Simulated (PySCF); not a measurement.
Ti(OH2)6, SMILES [OH2]->[Ti+3](<-[OH2])(<-[OH2])(<-[OH2])(<-[OH2])<-[OH2] (H12O6Ti (cation, charge +3)), doublet, GFN2-xTB optimised geometry.

```
19

Ti     0.00     0.00     0.00
O      0.06     0.06     2.02
H     -0.45    -0.46     2.68
H      0.63     0.64     2.57
O      2.03     0.00     0.00
H      2.61    -0.55     0.56
H      2.65     0.53    -0.53
O     -0.06     2.03     0.00
H      0.44     2.67    -0.55
H     -0.62     2.59     0.57
O      0.06    -2.03     0.00
H     -0.44    -2.67     0.55
H      0.61    -2.59    -0.57
O     -2.03     0.00     0.00
H     -2.61     0.55    -0.56
H     -2.65    -0.53     0.53
O     -0.06    -0.06    -2.02
H     -0.63    -0.63    -2.58
H      0.46     0.45    -2.68
```

Density from unrestricted CAM-B3LYP/def2-SVP in PySCF at that geometry.

Minimum of the electron density along straight lines between bonded atoms, close to the bond critical point (lines longer than 1.1 times the sum of covalent radii, or with two minima, are not listed):

```
bond     length / Å  ρ at the minimum / e bohr⁻³  ∇²ρ there / e bohr⁻⁵  position (fraction from the first atom)
-------  ----------  ---------------------------  --------------------  ---------------------------------------
Ti1–O2        2.026                        0.075                  0.45                                     0.50
O2–H3         0.979                        0.323                 -2.61                                     0.84
O2–H4         0.980                        0.322                 -2.64                                     0.84
Ti1–O5        2.026                        0.075                  0.45                                     0.50
O5–H6         0.980                        0.322                 -2.64                                     0.84
O5–H7         0.979                        0.323                 -2.62                                     0.84
Ti1–O8        2.026                        0.075                  0.45                                     0.50
O8–H9         0.979                        0.323                 -2.62                                     0.84
O8–H10        0.980                        0.322                 -2.64                                     0.84
Ti1–O11       2.026                        0.075                  0.45                                     0.50
O11–H12       0.979                        0.323                 -2.62                                     0.84
O11–H13       0.980                        0.322                 -2.64                                     0.84
Ti1–O14       2.026                        0.075                  0.45                                     0.50
O14–H15       0.980                        0.322                 -2.64                                     0.84
O14–H16       0.979                        0.323                 -2.62                                     0.84
Ti1–O17       2.026                        0.075                  0.45                                     0.50
O17–H18       0.980                        0.322                 -2.64                                     0.84
O17–H19       0.979                        0.323                 -2.62                                     0.84
```
